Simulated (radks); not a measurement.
The gallium ion Ga2+, [Ar] 3d10 4s1. All-electron calculation, non-relativistic Kohn-Sham, exchange-only PBE, spin-polarised, spherical densities, point nucleus. Program: a radial shooting solver on a logarithmic mesh with Libxc functionals. Every spin shell is full or empty, so the densities are truly spherical. Functionals are evaluated on that one density, not self-consistently. Rank these orbital-free kinetic functionals by their error against the exact value of the orbitals, and give that value: Thomas-Fermi, von Weizsacker, TF + vW/9, TF + vW/5, Thakkar, Pearson, LKT, DePristo-Kress.

Answer. Exact: 1922.20 hartree. From best to worst, with 100 (|E| - |E exact|)/|E exact| (equal figures are ties): DePristo-Kress -0.17, Thakkar -0.54, TF + vW/9 -0.84, Pearson -1.25, TF + vW/5 +3.50, Thomas-Fermi -6.27, LKT +23.09, von Weizsacker -51.16.
